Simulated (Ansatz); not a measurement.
A search over several starts for the lowest SCF solution of the cluster Zn2Cu⁺ at the given spin, in a small basis.

```yaml
crystal:
  periodic: [false, false, false]
  atoms:
    - {symbol: Cu, position_ang: [0.000883, 0.001243, 0.000569]}
    - {symbol: Zn, position_ang: [-0.394271, -0.781657, 2.314580]}
    - {symbol: Zn, position_ang: [0.393399, 0.780415, -2.315149]}
basis:
  gaussian: {orbitals: def2-SVP}
total_charge: 1
hamiltonian: {xc: pbe0, dispersion: d4}
output: {orbitals: {seedname: orbitals}}
```

```sh
$ ansatz run in.yaml --threads 4 --pin off --events-out ev --progress --plain --max-ram 3916MiB
```

It prints (some lines left out):

```
Functional definition: PBE0
938 factors; integrals over basis functions are off by at most 6.5e-4 eV
mean field evaluation 1: about -141405.2988 eV, gradient 1.2e2 eV
mean field evaluation 2: about -140345.5056 eV, gradient 3.6e2 eV
mean field evaluation 4: about -141431.0111 eV, gradient 5.3e1 eV
mean field evaluation 8: about -141433.9248 eV, gradient 3.3e-1 eV
mean field evaluation 16: about -141433.9585 eV, gradient 4.8e-5 eV
mean field -141433.95854720 eV, -5197.6021092293 hartree, gradient 3.5e-5 eV, S^2 0.000000; 0 other end points of the search recorded, 0 dependent functions left out
reference -141433.95858717 eV, -5197.6021106982 hartree; 44, 44 occupied and 49, 49 virtual orbitals, 938 factors
Total energy: -141434.03345589 eV, -5197.6048620727 hartree
```

It took 1.4 s on 4 threads of Arm Neoverse V1 on a shared host.

The structure comes from a short search, and lower isomers may exist.
